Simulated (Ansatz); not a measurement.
## Ligand exchange: C3H7ClMg + C2H6OSn → C3H8MgO + C2H5ClSn

Gas-phase species: C3H7ClMg `C[CH](C)[Mg][Cl]`, singlet; C2H6OSn `C[CH2][Sn][OH]`, singlet; C3H8MgO `C[CH](C)[Mg][OH]`, singlet; C2H5ClSn `C[CH2][Sn][Cl]`, singlet. The partners trade Cl for OH: Mg–Cl and Sn–OH bonds give way to Mg–OH and Sn–Cl.

Shapes, held fixed at every level: PBE0-D4/def2-TZVP. Flexible molecules stand in one conformer, not always the lowest. Programs: Ansatz 0.2.0. The zero-point and thermal change to 298 K, harmonic and unscaled (PBE0-D4/def2-TZVP), is -1.1 kJ/mol.

Q: Estimate ΔH(298 K) of this reaction.

A: The highest level, CCSD(T)/def2-TZVPP, gives ΔH(298 K) = +14.7 kJ/mol; the levels span +6.8 to +15.0. The column of differences is taken from that level and isn't an error. No measured value is set beside it here. For atoms past krypton def2 sets carry core potentials with scalar relativity. Outer-core shells of Mg, Sn are correlated, in sets that cover them unevenly. Sets without diffuse functions underbind ionic bonds of s-block metals.

```csv
level,kind,ΔH(298 K) (kJ/mol),less CCSD(T)/def2-TZVPP
HF/def2-TZVPP,Hartree–Fock,+10.2,-4.5
PBE-D4/def2-TZVPP,GGA,+15.0,+0.3
BHLYP-D4/def2-TZVPP,global hybrid,+6.8,-7.9
wB97M-V/def2-TZVPP,range-separated hybrid,+12.6,-2.1
wB97X-V/def2-TZVPP,range-separated hybrid,+14.4,-0.3
MP2/def2-TZVPP,perturbation theory,+10.2,-4.5
CCSD/def2-TZVPP,coupled cluster or CI,+12.4,-2.3
CCSD(T)/def2-TZVPP,coupled cluster or CI,+14.7,0.0
```
